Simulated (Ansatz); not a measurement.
Species: CH3Se (charge 0, doublet). SMILES: C[Se]
Structure (B3LYP-D3(BJ)/def2-TZVP (Ansatz, a program for electronic structure) minimum search):
```
C
H 1 1.0870
H 1 1.0870 2 111.39
H 1 1.0918 2 108.97 3 -120.24
Se 1 1.9534 2 110.54 4 -116.45
```
Charge 0, spin multiplicity 2.

Wanted: size of the dipole moment, in D. Terms: LANL2DZ with its own core potentials from Na on; 6-31G* and kin with 6d, 5d where marked; spin-orbit terms left out; open shells spin-unrestricted; non-relativistic; dispersion terms only where a functional's name holds one. First-principles rows: single points at B3LYP-D3(BJ) geometries (Ansatz).

| level | program | size of the dipole moment (D) |
|---|---|---|
| PBE/STO-3G | Ansatz | 1.22 |
| PBE/6-31G* with LANL2DZ past Ar | Ansatz | 1.63 |
| BLYP/6-31G* with LANL2DZ past Ar | Ansatz | 1.57 |
| B3LYP/3-21G | Ansatz | 1.36 |
| B3LYP/LANL2DZ | Ansatz | 1.66 |
| B3LYP/6-31G** | Ansatz | 1.66 |
| B3LYP/6-31G* with LANL2DZ past Ar | Ansatz | 1.57 |

No value to compare with is used here. The 7 habitual levels span 1.22 (PBE/STO-3G) to 1.66 D (B3LYP/LANL2DZ).

The levels are drawn from those run, B3LYP/6-31G* more often than the rest, none by its result; runs whose electronic state is in doubt are left out.
